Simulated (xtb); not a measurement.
Method: xtb 6.7.1 with GFN2-xTB.

```
xtb start.xyz --ohess tight --gfn 2 --chrg 0 --uhf 0 --iterations 400

# start.xyz
6

O      1.393530     0.713941     0.076958
Sn    -0.470713     0.012307     0.000080
H      1.971665    -0.094739     0.014263
H     -1.608507     1.337178    -0.105183
H     -0.541757    -1.016697    -1.416681
H     -0.744218    -0.951991     1.430562
```

Output:

```
[...]
          :  -> integral neglect         0.1000000E-07      :
          :  -> SCF convergence          0.1000000E-05 Eh   :
          :  -> wf. convergence          0.1000000E-03 e    :
          :  Broyden damping             0.4000000          :
          :  net charge                          0          :
          :  unpaired electrons                  0          :
          ...................................................

 iter      E             dE          RMSdq      gap      omega  full diag
   1     -8.2076537 -0.820765E+01  0.385E-05    6.86       0.0  T
   2     -8.2076537 -0.147438E-12  0.245E-05    6.86    1663.2  T
   3     -8.2076537  0.515143E-13  0.159E-05    6.86    2572.6  T

   *** convergence criteria satisfied after 3 iterations ***

         #    Occupation            Energy/Eh            Energy/eV
      -------------------------------------------------------------
         1        2.0000           -0.7871865             -21.4204
         2        2.0000           -0.6573585             -17.8876
         3        2.0000           -0.5395953             -14.6831
         4        2.0000           -0.4666548             -12.6983
         5        2.0000           -0.4625965             -12.5879
         6        2.0000           -0.4450867             -12.1114
         7        2.0000           -0.4329924             -11.7823 (HOMO)
         8                         -0.1808164              -4.9203 (LUMO)
         9                         -0.1496264              -4.0715
        10                         -0.1428875              -3.8882
        11                         -0.1278119              -3.4779
        12                         -0.0556751              -1.5150
       ...                                ...                  ...
        17                          0.6686710              18.1955
      -------------------------------------------------------------
                  HL-Gap            0.2521759 Eh            6.8621 eV
             Fermi-level           -0.3069044 Eh           -8.3513 eV


         :::::::::::::::::::::::::::::::::::::::::::::::::::::
         ::                     SUMMARY                     ::
         :::::::::::::::::::::::::::::::::::::::::::::::::::::
         :: total energy              -8.175396849859 Eh    ::
         :: gradient norm              0.000339771940 Eh/a0 ::
         :: HOMO-LUMO gap              6.862055990891 eV    ::
         ::.................................................::
         :: SCC energy                -8.207653257731 Eh    ::
         :: -> isotropic ES            0.030302663952 Eh    ::
         :: -> anisotropic ES         -0.000330457148 Eh    ::
         :: -> anisotropic XC         -0.000413058326 Eh    ::
         :: -> dispersion             -0.001948510808 Eh    ::
         :: repulsion energy           0.032256407872 Eh    ::
         :: add. restraining           0.000000000000 Eh    ::
         :: total charge               0.000000000000 e     ::
         :::::::::::::::::::::::::::::::::::::::::::::::::::::

           -------------------------------------------------
          |                Numerical Hessian                |
           -------------------------------------------------
step length          :   0.00500
SCC accuracy         :   0.30000
Hessian scale factor :   1.00000
frozen atoms in %    :   0.00000    0
RMS gradient         :   0.00034
estimated CPU  time      0.00 min
estimated wall time      0.00 min

writing file <hessian>.

 projected vibrational frequencies (cm⁻¹)
eigval :       -0.00    -0.00    -0.00    -0.00     0.00     0.00
eigval :      206.36   456.42   468.36   471.98   634.30   672.15
eigval :      679.62   811.58  1580.85  1765.79  1864.78  3670.32
           -------------------------------------------------
          |                Property Printout                |
           -------------------------------------------------

    * Orbital Energies and Occupations

         #    Occupation            Energy/Eh            Energy/eV
      -------------------------------------------------------------
         1        2.0000           -0.7871864             -21.4204
         2        2.0000           -0.6573585             -17.8876
         3        2.0000           -0.5395953             -14.6831
         4        2.0000           -0.4666548             -12.6983
         5        2.0000           -0.4625965             -12.5879
         6        2.0000           -0.4450867             -12.1114
         7        2.0000           -0.4329924             -11.7823 (HOMO)
         8                         -0.1808165              -4.9203 (LUMO)
         9                         -0.1496265              -4.0715
        10                         -0.1428875              -3.8882
        11                         -0.1278119              -3.4779
        12                         -0.0556751              -1.5150
        13                         -0.0468487              -1.2748
        14                          0.1407376               3.8297
        15                          0.4737141              12.8904
        16                          0.5934398              16.1483
        17                          0.6686710              18.1955
      -------------------------------------------------------------
                  HL-Gap            0.2521759 Eh            6.8621 eV
             Fermi-level           -0.3069044 Eh           -8.3513 eV

     #   Z          covCN         q      C6AA      α(0)
     1   8 O        1.579    -0.491    22.742     6.435
     2  50 Sn       3.591     0.181   326.389    32.995
     3   1 H        0.821     0.288     0.756     1.364
     4   1 H        0.937     0.023     2.686     2.563
     5   1 H        0.933    -0.001     3.066     2.738
     6   1 H        0.933    -0.000     3.062     2.736

 Mol. C6AA /au·bohr⁶  :        821.880643
 Mol. C8AA /au·bohr⁸  :      59435.918179
 Mol. α(0) /au        :         48.830940

Wiberg/Mayer (AO) data.
largest (>0.10) Wiberg bond orders for each atom

 ---------------------------------------------------------------------------
     #   Z sym  total        # sym  WBO       # sym  WBO       # sym  WBO
 ---------------------------------------------------------------------------
     1   8 O    2.124 --     2 Sn   0.990     3 H    0.906
     2  50 Sn   3.120 --     1 O    0.990     4 H    0.714     5 H    0.705
                             6 H    0.705
     3   1 H    0.917 --     1 O    0.906
     4   1 H    0.999 --     2 Sn   0.714     6 H    0.107     5 H    0.107
     5   1 H    1.000 --     2 Sn   0.705     6 H    0.107     4 H    0.107
     6   1 H    1.000 --     2 Sn   0.705     4 H    0.107     5 H    0.107
 ---------------------------------------------------------------------------

Topologies differ in total number of bonds
Writing topology from bond orders to xtbtopo.mol

molecular dipole:
                 x           y           z       tot (Debye)
 q only:       -0.323      -0.552      -0.007
   full:       -0.140      -0.659       0.002       1.713
molecular quadrupole (traceless):
                xx          xy          yy          xz          yz          zz
 q only:        1.969      -2.251      -1.474       0.136      -0.089      -0.495
  q+dip:        1.425      -3.448      -1.485       0.103      -0.135       0.060
   full:        2.713      -3.669      -2.131       0.196      -0.138      -0.582

           -------------------------------------------------
          |                Geometry Summary                 |
           -------------------------------------------------

      molecular mass/u    :      138.7412805
   center of mass at/Å    :       -0.2905109       0.0153988      -0.0125807
  moments of inertia/u·Å² :        0.8330393E+01   0.6298677E+02   0.6371087E+02
rotational constants/cm⁻¹ :        0.2023630E+01   0.2676377E+00   0.2645959E+00

 * 5 selected distances

     #   Z          #   Z                                           value/Å
     1   8 O        2  50 Sn                                      1.9385546 (max)
     1   8 O        3   1 H                                       0.9545951 (min)
     2  50 Sn       4   1 H                                       1.6445050
     2  50 Sn       5   1 H                                       1.6663312
     2  50 Sn       6   1 H                                       1.6666048

 * 3 distinct bonds (by element types)

   Z      Z             #   av. dist./Å        max./Å        min./Å
   1 H    8 O           1     0.9545951     0.9545951     0.9545951
   1 H   50 Sn          3     1.6591470     1.6666048     1.6445050
   8 O   50 Sn          1     1.9385546     1.9385546     1.9385546

           -------------------------------------------------
          |               Frequency Printout                |
           -------------------------------------------------
 projected vibrational frequencies (cm⁻¹)
eigval :       -0.00    -0.00    -0.00    -0.00     0.00     0.00
eigval :      206.36   456.42   468.36   471.98   634.30   672.15
eigval :      679.62   811.58  1580.85  1765.79  1864.78  3670.32
 reduced masses (amu)
   1: 11.36   2: 75.29   3: 93.65   4: 50.49   5: 64.34   6: 63.93   7:  2.16   8:  8.26
   9:  4.76  10: 24.15  11:  3.10  12:  2.06  13:  2.08  14:  2.80  15:  1.36  16:  2.29
  17:  2.25  18:  1.88
 IR intensities (km·mol⁻¹)
   1: 10.54   2:  0.35   3:  0.10   4:  0.26   5:  0.78   6:  1.04   7:120.47   8: 73.74
   9: 83.71  10:119.57  11:239.91  12:186.21  13:209.71  14:176.62  15:125.75  16:867.65
  17:721.32  18:  8.79
 Raman intensities (Ä⁴*amu⁻¹)
   1:  0.00   2:  0.00   3:  0.00   4:  0.00   5:  0.00   6:  0.00   7:  0.00   8:  0.00
Molecule has the following symmetry elements: (sigma)
It seems to be the Cs point group
   9:  0.00  10:  0.00  11:  0.00  12:  0.00  13:  0.00  14:  0.00  15:  0.00  16:  0.00
  17:  0.00  18:  0.00
 output can be read by thermo (or use thermo option).
 writing <g98.out> molden fake output.
 recommended (thermochemical) frequency scaling factor: 1.0
           -------------------------------------------------
          |             Thermodynamic Functions             |
           -------------------------------------------------

cs  symmetry found (for desy threshold:  0.10E+00) used in thermo

          ...................................................
          :                      SETUP                      :
          :.................................................:
          :  # frequencies                          12      :
          :  # imaginary freq.                       0      :
          :  linear?                             false      :
          :  only rotor calc.                    false      :
          :  symmetry                               cs      :
          :  rotational number                       1      :
          :  scaling factor                  1.0000000      :
          :  rotor cutoff                   50.0000000 cm⁻¹ :
          :  imag. cutoff                  -20.0000000 cm⁻¹ :
          :.................................................:

    mode    ω/cm⁻¹     T·S(HO)/kcal·mol⁻¹    T·S(FR)/kcal·mol⁻¹   T·S(vib)
   ------------------------------------------------------------------------
       1    206.36    -0.61885 ( 99.66%)    -0.63606 (  0.34%)    -0.61891
   ------------------------------------------------------------------------

   temp. (K)  partition function   enthalpy   heat capacity  entropy
                                   cal/mol     cal/K/mol   cal/K/mol   J/K/mol
 298.15  VIB   2.57                 1112.167      9.256      5.606
         ROT  0.140E+05              888.752      2.981     21.948
         INT  0.359E+05             2000.920     12.237     27.554
         TR   0.158E+28             1481.254      4.968     40.676
         TOT                        3482.1735    17.2053    68.2298   285.4736

       T/K    H(0)-H(T)+PV         H(T)/Eh          T*S/Eh         G(T)/Eh
   ------------------------------------------------------------------------
    298.15    0.554920E-02    0.358090E-01    0.324182E-01    0.339077E-02
   ------------------------------------------------------------------------

         :::::::::::::::::::::::::::::::::::::::::::::::::::::
         ::                  THERMODYNAMIC                  ::
         :::::::::::::::::::::::::::::::::::::::::::::::::::::
         :: total free energy          -8.172006077001 Eh   ::
         ::.................................................::
         :: total energy               -8.175396849859 Eh   ::
         :: zero point energy           0.030259766117 Eh   ::
         :: G(RRHO) w/o ZPVE           -0.026868993259 Eh   ::
         :: G(RRHO) contrib.            0.003390772858 Eh   ::
         :::::::::::::::::::::::::::::::::::::::::::::::::::::

optimized geometry written to: xtbopt.xyz

           -------------------------------------------------
          | TOTAL ENERGY               -8.175396849859 Eh   |
          | TOTAL ENTHALPY             -8.139587887099 Eh   |
          | TOTAL FREE ENERGY          -8.172006077001 Eh   |
          | GRADIENT NORM               0.000339771887 Eh/α |
          | HOMO-LUMO GAP               6.862055832172 eV   |
           -------------------------------------------------

------------------------------------------------------------------------
```

Cost: very roughly 0.16 core-seconds.
